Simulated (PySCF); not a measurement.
Ranking problems on computed properties.

Species are written as SMILES; each is one conformer at its optimised geometry, gas phase, non-relativistic unless stated. Electronic properties by PySCF.

The conformers computed, where there is a choice (atom-mapped SMILES and torsion angles):
- `[NH2:1][CH2:2][SiH2:3][NH2:4]`: N1–C2–Si3–N4 52°, H–N1–C2–Si3 68°, H–N1–C2–Si3 -46°, H–N4–Si3–C2 -151°, H–N4–Si3–C2 71°
- `[O:1]=[S:2](=[O:3])([Cl:4])[c:5]1[cH:6][cH:7][cH:8][cH:9][cH:10]1`: O1–S2–C5–C6 21°
- `[CH2:1]=[CH:2][AlH:3][CH3:4]`: C1–C2–Al3–C4 0°
- `[NH2:1][BH:2][O:3][SiH3:4]`: N1–B2–O3–Si4 -2°, H–N1–B2–O3 -179°, H–N1–B2–O3 -1°

Question: Rank by smallest rotational constant, highest first (PBE0-D3(BJ)/def2-SVP).
A. `[C@@H](C#N)(F)C#C`
B. `[CaH+]`
C. `NC[SiH2]N`
D. `c1ccc(S(=O)(Cl)=O)cc1`

Answer: B (145.083 GHz), C (3.064 GHz), A (2.014 GHz), D (0.668 GHz).

Q: Give the two extremes of that set in cm⁻¹.

A: `O=S(=O)(Cl)c1ccccc1`: 0.0223 cm⁻¹; `[CaH+]`: 4.8395 cm⁻¹.

Question: Rank by HOMO energy, lowest first (B3LYP/def2-SVPD at PBE0-D3(BJ)/def2-SVP geometries).
A. `NBO[SiH3]`
B. `NC[SiH2]N`
C. `C=[CH][AlH][CH3]`
D. `O=S(=O)(Cl)C1=CC=CC=C1`

Answer: D (-8.14 eV), A (-7.84 eV), C (-7.65 eV), B (-6.22 eV).

Question: Rank by lowest triplet excitation (Tamm–Dancoff), lowest first (TDA B3LYP/def2-SVPD at PBE0-D3(BJ)/def2-SVP geometries).
A. `O=S(=O)(Cl)c1ccccc1`
B. `NBO[SiH3]`
C. `[OH2]->[Zn](<-[OH2])([Cl])[Cl]`
D. `NC[SiH2]N`
E. `[Cl][Ge]([Cl])([Cl])[CH2]C=C`

Answer: A (3.89 eV), E (4.04 eV), D (5.24 eV), C (5.64 eV), B (6.51 eV).

Question: Rank by vertical ionisation energy, highest first (ΔSCF B3LYP/def2-SVPD at PBE0-D3(BJ)/def2-SVP geometries).
A. `C=[CH][AlH][CH3]`
B. `NBO[SiH3]`
C. `O=S(=O)(Cl)c1ccccc1`
D. `NC[SiH2]N`

Answer: B (10.20 eV), C (10.06 eV), A (9.85 eV), D (8.63 eV).

Question: Rank by dipole moment, highest first (B3LYP/def2-SVPD at PBE0-D3(BJ)/def2-SVP geometries).
A. `NC[SiH2]N`
B. `C=[CH][AlH][CH3]`
C. `O=S(=O)(Cl)c1ccccc1`
D. `O(BN)[SiH3]`

Answer: C (5.29 D), D (1.95 D), A (1.72 D), B (0.76 D).

Question: Rank by HOMO–LUMO gap, highest first (B3LYP/def2-SVPD at PBE0-D3(BJ)/def2-SVP geometries).
A. `C=C[CH2][Ge]([Cl])([Cl])[Cl]`
B. `[OH2]->[Zn](<-[OH2])([Cl])[Cl]`
C. `NBO[SiH3]`
D. `O=S(=O)(Cl)C1=CC=CC=C1`
E. `C=[CH][AlH][CH3]`
F. `NC[SiH2]N`

Answer: C (7.72 eV), B (6.65 eV), F (6.24 eV), E (6.02 eV), A (5.75 eV), D (5.55 eV).
